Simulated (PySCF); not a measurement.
# C₆ coefficients of unlike pairs at UHF

Calculated with PySCF 2.14 from the dipole response of each species, C₆(A,B) = (3/π) ∫ α_A(iu) α_B(iu) du, in atomic units, from isotropic polarisabilities. For ions this is the dispersion term alone; charge-induced terms of lower order in 1/R come first.

| species | configuration | basis | relativity | α (bohr³) | C₆ (like pair) |
| --- | --- | --- | --- | --- | --- |
| O | [He] 2s2 2p4 (3P) | aug-cc-pVDZ (4s3p2d) | none | 4.182 | 12.11 |
| Sc⁺ | [Ar] 3d1 4s1 (3D) | def2-TZVPPD (6s6p4d2f1g) | none | 78.40 | 583.3 |
| F²⁺ | [He] 2s2 2p3 (4S) | aug-cc-pCVTZ-DK (7s6p4d2f) | spin-free X2C | 1.267 | 1.558 |
| Cs⁺ | [Xe] (1S) | def2-TZVPPD with the def2 core potential (46 electrons) (5s4p3d1f) | core potential | 15.06 | 124.6 |

Estimate C₆ for Sc⁺ with O.

The integral gives 59.84. The combination rule 2 C_A C_B / (C_A α_B/α_A + C_B α_A/α_B) gives 54.73 and the geometric mean 84.06.

No spin-orbit coupling is included.

The other pairs:

```tsv
pair	C₆
Cs⁺, Sc⁺	206.2
F²⁺, O	4.258
F²⁺, Sc⁺	19.19
Cs⁺, F²⁺	13.13
Cs⁺, O	38.41
```
